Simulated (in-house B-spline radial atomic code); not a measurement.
**OEP/ALDAx excitations of Re7+**

Method: OEP/ALDAx. Computed with an all-electron radial atomic-structure program (B-spline basis): linear response of the closed shell [Xe] 4f14 with the adiabatic LDA exchange kernel on the exchange-only optimised effective potential; scalar-relativistic (spin-free one-electron X2C), finite nucleus, no spin-orbit coupling, no double excitations, S, P, D and F terms only; shells from n = 3 respond. Only terms of natural parity with L up to 3 were computed.

Spin-orbit coupling is strong here, so these LS terms don't match observed levels.

Command:
```bash
python run_td.py task.json out
```
Settings (radii: box in bohr, nucleus in fm):
```
Z                        75
electrons                68
configuration            [Xe] 4f14
hamiltonian              x2c
method                   oep
box_radius               12.81
rms_radius               5.3698
intervals                100
```

Cost of the run: 11 s on 1 thread of Arm Neoverse N1, on a shared host.

The lowest states, in the order of their Tamm-Dancoff energies; the method's threshold (minus the highest occupied level) is 147.66 eV. Labels give the largest channel, * marks a mixed state, and oscillator strengths are full-response dipole values. Semilocal kernels can invert the small singlet-triplet splittings of Rydberg terms. Energies in eV:

```json
{"state": "5p → 5d 3P", "full response": "46.58", "Tamm-Dancoff": "46.66", "oscillator strength": "-"}
{"state": "5p → 5d 3F", "full response": "47.49", "Tamm-Dancoff": "47.54", "oscillator strength": "-"}
{"state": "5p → 5d 1F", "full response": "50.12", "Tamm-Dancoff": "50.17", "oscillator strength": "-"}
{"state": "4f → 5d 3P", "full response": "50.84", "Tamm-Dancoff": "50.85", "oscillator strength": "-"}
{"state": "4f → 5d 3F", "full response": "51.09", "Tamm-Dancoff": "51.09", "oscillator strength": "-"}
{"state": "4f → 5d 1F", "full response": "51.85", "Tamm-Dancoff": "51.88", "oscillator strength": "-"}
{"state": "4f → 5d 1P*", "full response": "52.11", "Tamm-Dancoff": "52.30", "oscillator strength": "0.136"}
{"state": "5p → 5d 1P*", "full response": "60.09", "Tamm-Dancoff": "61.99", "oscillator strength": "5.27"}
{"state": "5p → 6s 3P", "full response": "?", "Tamm-Dancoff": "?", "oscillator strength": "-"}
{"state": "5p → 6s 1P", "full response": "65.22", "Tamm-Dancoff": "65.30", "oscillator strength": "1.51"}
{"state": "4f → 6s 3F", "full response": "66.97", "Tamm-Dancoff": "66.97", "oscillator strength": "-"}
{"state": "4f → 6s 1F", "full response": "67.18", "Tamm-Dancoff": "67.18", "oscillator strength": "-"}
{"state": "5p → 6p 3S", "full response": "?", "Tamm-Dancoff": "?", "oscillator strength": "-"}
{"state": "5p → 6p 3D", "full response": "77.18", "Tamm-Dancoff": "77.19", "oscillator strength": "-"}
{"state": "5p → 6p 1D", "full response": "77.76", "Tamm-Dancoff": "77.77", "oscillator strength": "-"}
{"state": "4f → 6p 3D", "full response": "79.89", "Tamm-Dancoff": "79.90", "oscillator strength": "-"}
{"state": "5p → 6p 1S", "full response": "80.00", "Tamm-Dancoff": "80.13", "oscillator strength": "-"}
{"state": "4f → 6p 1D", "full response": "80.30", "Tamm-Dancoff": "80.31", "oscillator strength": "-"}
{"state": "5s → 5d 3D*", "full response": "87.52", "Tamm-Dancoff": "87.55", "oscillator strength": "-"}
{"state": "5p → 5f 3D*", "full response": "89.49", "Tamm-Dancoff": "89.49", "oscillator strength": "-"}
```

Question: Where does 5p → 6p 3S lie?

Answer: At 76.39 eV in full response, 76.41 eV in Tamm-Dancoff.

Question: Where does 5p → 6s 3P lie?

Answer: At 64.21 eV in full response, 64.22 eV in Tamm-Dancoff.

Question: How large is the singlet-triplet splitting of 5p → 5d (F terms) in Tamm-Dancoff?

Answer: 2.62 eV, from the unrounded values.

Question: What polarisabilities and dispersion coefficient does the method give?

Answer: Dipole 1.68 bohr³, quadrupole 1.941 bohr⁵, C6 5.783 hartree·bohr⁶ for two such species.
